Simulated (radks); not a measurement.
Values are calculated unless marked as measured or tabulated.
Task: The mean radii <r> (bohr) of the occupied orbitals of an atom or ion are listed with their occupations. Code: a radial shooting solver on a logarithmic mesh with Libxc functionals. Model: Dirac Kohn-Sham, OLYP, spin-unpolarised, spherical densities, point nucleus.

| orbital | occ. | <r> |
|---|---|---|
| 1s1/2 | 2 | 0.04275 |
| 2s1/2 | 2 | 0.1892 |
| 2p1/2 | 2 | 0.1627 |
| 2p3/2 | 4 | 0.1666 |
| 3s1/2 | 2 | 0.5508 |
| 3p1/2 | 2 | 0.5562 |
| 3p3/2 | 4 | 0.5666 |
| 3d3/2 | 4 | 0.5853 |
| 3d5/2 | 6 | 0.5894 |
| 4s1/2 | 2 | 1.634 |
| 4p1/2 | 2 | 1.936 |
| 4p3/2 | 2 | 1.973 |

Name the element and its charge. Open shells, if any, fill j = l - 1/2 first.

Result: Z = 35, bromine, charge +1: Br+ in [Ar] 3d10 4s2 4p4. The 1s radius gives Z: for a bare nucleus <r> = (2 gamma + 1)/(2Z) with gamma = sqrt(1 - (Z/c)^2), 0.04191 bohr for Z = 35, and screening makes it slightly larger (0.04275 here). The occupations add up to 34, and the charge is Z minus that.
